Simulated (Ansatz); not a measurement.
Computed with Ansatz on PBE0-D4/def2-TZVP structures; ΔE is electronic, products minus reactants. CCSD(T)/CBS is the MP2 limit (def2-TZVPP, def2-QZVPP) plus CCSD(T) − MP2 in def2-TZVPP, frozen cores. This one scheme is used for every species. Functionals use def2-TZVPP. Each species was taken in one conformer, which may not be the lowest.

Reaction (ligand exchange at the Si–C bond): `C[SiH](F)C=N` + `O[SiH](O)S` → `C[SiH](F)S[SiH](O)O` + `C=N`

```json
{"level": "r2SCAN-D4", "ΔE (eV)": "-0.97"}
{"level": "MP2/def2-QZVPP", "ΔE (eV)": "-1.01"}
```

Task: What does CCSD(T)/CBS give? (Best estimate.)

Result: Ansatz gave: -0.95 eV. The listed levels differ from it by -0.02, -0.06 eV.

Largest T1 diagnostic among the species: 0.012.

The D4 term adds −0.10 eV with B3LYP and −0.05 eV with PBE0; it sums over pairs of atoms, weighted by their polarisabilities, and B3LYP, whose exchange is more repulsive, gets the larger term. In def2-TZVPP, CCSD(T) changes the Hartree–Fock value by −0.06 eV (the triples alone add −0.02 eV) and MP2 by −0.13 eV.

B3LYP here is the variant with VWN-RPA as its local correlation; programs differ in this.
